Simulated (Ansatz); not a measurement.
Isolated molecules relaxed with PBE0-D4/def2-TZVP in Ansatz; ΔE leaves out vibrations. CCSD(T)/CBS is the MP2 limit (def2-TZVPP, def2-QZVPP) plus CCSD(T) − MP2 in def2-TZVPP, frozen cores. DFT in def2-TZVPP. HSE06 is defined as in plane-wave codes. For Ge outer-core shells are correlated without core-valence functions, which leaves a few kJ/mol of doubt a bond. Scalar relativity is left out up to krypton.

Reaction (isomerisation): `[GeH3][CH]1C[SiH2]1` → `[SiH3][CH]1[CH2][GeH2]1`

Question: Is it downhill or uphill in electronic energy at CCSD(T)/CBS, and by how much? (Best estimate.)

Answer: Ansatz gave: Nearly level: ΔE = -0.5 kcal/mol.

Question: What do these levels give: PBE-D4, r2SCAN0-D4, HSE06-D4, CAM-B3LYP-D4, B2PLYP, PBE0, HF/def2-SVP, CCSD/def2-SVP, HF/def2-TZVPP, CCSD(T)/def2-TZVPP, SCS-MP2/def2-QZVPP, HF/CBS(def2)? (An estimate is asked.)

Answer: Computed: PBE-D4 1.4, r2SCAN0-D4 1.7, HSE06-D4 1.6, CAM-B3LYP-D4 1.7, B2PLYP 0.9, PBE0 1.7, HF/def2-SVP 2.4, CCSD/def2-SVP 1.7, HF/def2-TZVPP 2.1, CCSD(T)/def2-TZVPP 0.6, SCS-MP2/def2-QZVPP -0.2, HF/CBS(def2) 2.1 kcal/mol.

Question: What do rigid-rotor, harmonic-oscillator terms from PBE0-D4/def2-TZVP frequencies (298.15 K, 1 bar) make of the CCSD(T)/CBS value? (An estimate is asked.)

Answer: Ansatz gave: ΔZPE = +0.2 kcal/mol, ΔH = -0.3 kcal/mol, ΔS = -1 J/(mol·K), ΔG = -0.2 kcal/mol.

Largest T1 diagnostic among the species: 0.011.

Leaving LDA and LC-ωPBE aside and taking each functional with its dispersion term where it has one, the values, not all of them listed here, spread over 2.2 kcal/mol, from B2PLYP to B97M-V. In def2-TZVPP, CCSD(T) changes the Hartree–Fock value by −1.5 kcal/mol (the triples alone add −0.3 kcal/mol) and MP2 by −2.0 kcal/mol.
